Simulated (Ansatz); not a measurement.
Geometry optimisation, Ansatz 0.2.0, RKS PBE0/def2-SVP.

Input:

```yaml
crystal:
  periodic: [false, false, false]
  atoms:
    - { symbol: C, position_ang: [-1.2256, -1.012, 0.7537] }
    - { symbol: B, position_ang: [-0.397, -0.1014, -0.2598] }
    - { symbol: C, position_ang: [1.0086, -0.602, -0.7459] }
    - { symbol: Al, position_ang: [2.4157, -0.4978, 0.7746] }
    - { symbol: Si, position_ang: [-1.0863, 1.5885, -0.928] }
    - { symbol: F, position_ang: [-0.045, 2.8545, -0.4547] }
    - { symbol: H, position_ang: [-0.7164, -1.9026, 1.0113] }
    - { symbol: H, position_ang: [-2.2015, -1.2039, 0.2523] }
    - { symbol: H, position_ang: [-1.4625, -0.3666, 1.7078] }
    - { symbol: H, position_ang: [0.9687, -1.6451, -1.0797] }
    - { symbol: H, position_ang: [1.4101, 0.0434, -1.5293] }
    - { symbol: H, position_ang: [2.1838, -1.5564, 1.9794] }
    - { symbol: H, position_ang: [2.7578, 0.97, 1.2365] }
    - { symbol: H, position_ang: [-1.2114, 1.5616, -2.3591] }
    - { symbol: H, position_ang: [-2.421, 1.8188, -0.3298] }
basis:
  gaussian: { orbitals: def2-SVP }
hamiltonian:
  xc: pbe0
relax:
  f_tol: 0.015
  max_steps: 40
```

Launched with:

```bash
$ ansatz run input.yaml --threads 2 --pin off --max-ram 3072MiB --backend cpu --events-out ev --progress --plain --runs-dir out
```

Q: Where does it end, and by what steps?

A: It converged. After 27 steps the energy has fallen by 1.573 eV; H12 moved furthest, 2.20 Å. Joined: Al4–F6 (4.34 → 1.97 Å).

```tsv
step	energy less start (eV)	largest force component (eV/Å)	accepted
0	0.0000	2.940	yes
1	-0.6746	1.148	yes
2	-0.8640	0.484	yes
3	-0.8947	0.294	yes
4	-0.9123	0.101	yes
5	-0.9282	0.199	yes
6	-0.9384	0.357	yes
7	-0.9517	0.340	yes
8	-0.9642	0.160	yes
9	-0.9494	0.589	no
10	-0.9728	0.062	yes
11	-0.9778	0.068	yes
12	-0.9834	0.116	yes
13	-0.9879	0.212	yes
14	-0.9957	0.203	yes
15	-1.0127	0.175	yes
16	-1.0445	0.219	yes
17	-1.1021	0.226	yes
18	-1.2081	0.361	yes
19	-1.3751	0.454	yes
20	-1.4784	0.651	yes
21	-1.4305	1.342	no
22	-1.5512	0.385	yes
23	-1.5674	0.176	yes
24	-1.5680	0.242	yes
25	-1.5710	0.209	yes
26	-1.5730	0.021	yes
27	-1.5731	0.014	yes
```

```xyz
15
Properties=species:S:1:pos:R:3
C -1.452 -1.465 0.489
B -0.504 -0.484 -0.290
C 0.904 -0.754 -0.746
Al 1.817 0.520 0.600
Si -0.879 1.503 -0.523
F 0.734 2.020 -0.073
H -1.002 -2.453 0.669
H -2.374 -1.620 -0.100
H -1.787 -1.048 1.454
H 1.308 -1.776 -0.673
H 1.315 -0.220 -1.619
H 1.361 0.476 2.127
H 3.307 0.882 0.183
H -1.031 2.088 -1.887
H -1.739 2.279 0.418
```

The run took 96 s on 2 threads of Intel(R) Xeon(R) 6975P-C (Granite Rapids), with other jobs on the host, peak memory 0.41 GiB.
